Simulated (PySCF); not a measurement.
A geometry optimisation on [ReO4]3- (`[O]=[Re-3](=[O])(=[O])=[O]`) [triplet].

Computed with PBE0-D3(BJ)/def2-SVP geometry optimisation, gas phase, def2 core potentials past Kr (PySCF 2.14.0). Start geometry: GFN2-xTB. A driver script takes a list of jobs; this job's settings line and coordinates (Å) are shown.

Input:
```
{"job": {"xc": "PBE0", "basis": "def2-SVP", "d3": "d3bj", "grid": 1, "maxiter": 40, "kind": "geom"}, "charge": -3, "multiplicity": 3}
Re     0.002240    -0.002780     0.004190
O      0.009410    -0.018700     1.935300
O      1.819010     0.012950    -0.659120
O     -0.918820     1.581980    -0.623470
O     -0.911840    -1.573460    -0.656900
```

Output:
```
step   0  E = -378.20313333  max force = 0.032574
step   1  E = -378.20403084  max force = 0.036436
step   2  E = -378.20999570  max force = 0.004248
step   3  E = -378.21014236  max force = 0.003367
step   4  E = -378.21861986  max force = 0.010374
step   5  E = -378.21347698  max force = 0.025504
step   6  E = -378.21862417  max force = 0.015067
step   7  E = -378.21947445  max force = 0.008175
step   8  E = -378.21963425  max force = 0.006728
step   9  E = -378.22048563  max force = 0.011345
step  10  E = -378.22238481  max force = 0.022381
step  11  E = -378.22470144  max force = 0.020078
step  12  E = -378.22510371  max force = 0.029409
step  13  E = -378.22859617  max force = 0.012833
step  14  E = -378.22982803  max force = 0.005407
step  15  E = -378.23067782  max force = 0.005544
step  16  E = -378.23092159  max force = 0.003817
step  17  E = -378.23096947  max force = 0.002493
step  18  E = -378.23100954  max force = 0.002105
step  19  E = -378.23104869  max force = 0.000653
step  20  E = -378.23105133  max force = 0.000505
step  21  E = -378.23105134  max force = 0.000240
optimisation converged
```

Energies in Eh; «max force» is the largest Cartesian gradient component in Eh/bohr.

Task: At which steps does the energy rise by more than 1e-5 Eh?

Result: At step 5 (+5.14 mEh).

Task: Give the first gradient maximum in eV/Å.

Result: With 1 Eh/bohr = 51.422 eV/Å, 1.675 eV/Å.

Summary of the converged run: final energy -378.23105 Eh after 21 steps.

The ion is multiply charged and computed in the gas phase, without counter-ions or solvent; whether it holds all its electrons wasn't checked.

Hardware: one thread, Arm Neoverse V1, on a shared host. Cost: 2.8 min.
Labels such as C1 count atoms from 1, the log's own numbers from 0.

Neither the SCF state along the optimisation nor the shape of the open-shell metal species was proved the lowest: other solutions of the same spin, or a structure of lower symmetry, can lie below.
